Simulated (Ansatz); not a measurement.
## A barrier at the coupled-cluster level

Start structure (SiH7O2F, singlet), relaxed at PBE0-D4/def2-TZVP:

Si1  (-1.547, -0.395, -0.239)
O2  (-0.599, -0.013, 1.087)
H3  (-0.767, -1.391, -1.000)
H4  (-2.820, -0.993, 0.246)
H5  (-1.858, 0.808, -1.043)
H6  (1.603, 0.653, -0.986)
F7  (1.143, 0.804, -1.807)
H8  (1.187, 0.134, 0.890)
O9  (2.068, 0.312, 0.509)
H10  (-0.989, 0.575, 1.736)
H11  (2.579, -0.494, 0.609)
(Å)

The step: SiH₄O ([OH][SiH3]) + H₂O + HF → SiH₃F ([F][SiH3]) + H₂O + H₂O; bonds formed: Si1–F7, O2–H8, H6–O9; bonds broken: Si1–O2, H6–F7, H8–O9. Ansatz 0.2.0; basis: def2-TZVPP and def2-QZVPP; cores frozen in the correlated methods. Extrapolation: Hartree–Fock as exp(−7.88 √X), correlation as X^−2.97. Energies below are by CCSD(T) at an estimated basis limit (MP2 extrapolated from triple and quadruple zeta, plus CCSD(T) − MP2 in triple zeta).

Problem. What are the electronic barrier and the energy of the step, from the start structure to the end structure? (An estimate is asked for; the value comes from the calculation.)

Solution. The calculation gives: Barrier 70.8 kJ/mol; step energy -24.1 kJ/mol (downhill); reverse barrier, their difference, 94.9 kJ/mol. Barrier and step energy count from the start structure, the reverse barrier from the end structure.

The saddle point: One imaginary mode of 647i cm⁻¹.
```json
{"pair": "Si1–F7", "start (Å)": "3.34", "saddle (Å)": "1.90", "end (Å)": "1.62"}
{"pair": "O2–H8", "start (Å)": "1.80", "saddle (Å)": "1.26", "end (Å)": "0.97"}
{"pair": "H6–O9", "start (Å)": "1.60", "saddle (Å)": "1.08", "end (Å)": "0.97"}
{"pair": "Si1–O2", "start (Å)": "1.67", "saddle (Å)": "1.77", "end (Å)": "2.86"}
{"pair": "H6–F7", "start (Å)": "0.95", "saddle (Å)": "1.30", "end (Å)": "1.98"}
{"pair": "H8–O9", "start (Å)": "0.98", "saddle (Å)": "1.14", "end (Å)": "1.85"}
```

Zero-point energy (harmonic, PBE0-D4): ZPE is 201.4 kJ/mol at the start and 197.6 kJ/mol at the saddle, so the barrier goes from 70.8 to 67.0 kJ/mol.

T1 diagnostic: at most 0.011.

Steps of this kind, hydrogen fluoride cutting a network bond, underlie vapour etching and the fluorination step of atomic layer etching.

Labels in which every atom is bracketed show which atoms are joined, not bond orders.

For scale, one of the runs: CCSD(T)/def2-TZVPP, 233 basis functions, launched by `ansatz run in.yaml --threads 4 --pin off --events-out ev --progress --plain --max-ram 9574MiB`. Time: 110 s of wall clock on 4 CPU threads of an Arm Neoverse V2; the host was shared. Peak host memory: 4.3 GiB.
